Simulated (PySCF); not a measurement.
# C+ (carbon, charge +1) across methods

[He] 2s1 2p1 3d1, one real determinant (an excited configuration). Calculation: PySCF 2.14, in aug-cc-pVQZ with one added diffuse shell each of s, p, d, f, g type (7s6p5d4f3g, 105 functions); the non-relativistic Hamiltonian (point nucleus). The B2PLYP total includes its PT2 part (frozen core); its orbital energies are those of the SCF part.

```tsv
method	E (hartree)	mean ε 2s α (eV)	mean ε 2p α (eV)	mean ε 3d α (eV)	Σ⟨r²⟩ (bohr²)	⟨S²⟩
PBE0	-36.5274	-36.792	-28.739	-5.609	28.54	3.750
r2SCAN	-36.5557	-35.269	-27.306	-5.130	28.27	3.750
LDA	-36.1822	-34.416	-26.271	-5.100	27.77	3.750
B2PLYP	-36.5386	-38.989	-31.003	-5.812	30.19	3.750
r2SCANh	-36.5543	-36.063	-28.080	-5.270	28.53	3.750
PBE	-36.5223	-34.584	-26.563	-5.259	27.72	3.750
CAM-B3LYP	-36.5358	-38.215	-30.188	-6.142	29.02	3.750
UHF	-36.47143	-43.097	-35.022	-6.366	32.17	3.750
```

(1) Estimate the same row for PW91.

⟨L²⟩ = 8.01 against 12 for a pure F term, so this real determinant mixes terms. The outer electron is Rydberg-like, and this basis confines it to a smaller radius and binds it less than a complete one would.

Results:

(1) E (hartree) = -36.5505; mean ε 2s α (eV) = -34.649; mean ε 2p α (eV) = -26.657; mean ε 3d α (eV) = -5.268; Σ⟨r²⟩ (bohr²) = 27.63; ⟨S²⟩ = 3.750.
